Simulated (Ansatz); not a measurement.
`CO[CH2][GaH2]` at its PBE0-D4/def2-TZVP geometry, where that method's forces vanish. The species carries charge 0 and has multiplicity 1.

```xyz
11

C     0.6491    1.2336   -1.1665
O     0.4897    0.0021   -0.5141
C    -0.4966    0.0366    0.5063
Ga   -0.3931   -1.8492    1.1402
H     1.4222    1.1114   -1.9264
H    -0.2852    1.5491   -1.6505
H     0.9579    2.0176   -0.4617
H    -1.4755    0.3134    0.0903
H    -0.2357    0.7792    1.2735
H     0.6739   -2.2459    2.2230
H    -1.3066   -2.9477    0.4860
```

What forces (eV/Å) does r2SCAN-D4/def2-TZVPP give on these atoms in the Gaussian-basis code of Ansatz? (An estimate is asked.)

The calculation gave: 
```
C1   0.047  0.289 -0.164
O2   0.194 -0.345 -0.066
C3  -0.228 -0.006  0.237
Ga4  0.018 -0.090  0.018
H5  -0.015 -0.005  0.016
H6  -0.007  0.002  0.002
H7  -0.003  0.004  0.007
H8  -0.010  0.013 -0.012
H9   0.006  0.022  0.006
H10 -0.076  0.032 -0.088
H11  0.074  0.085  0.043
```
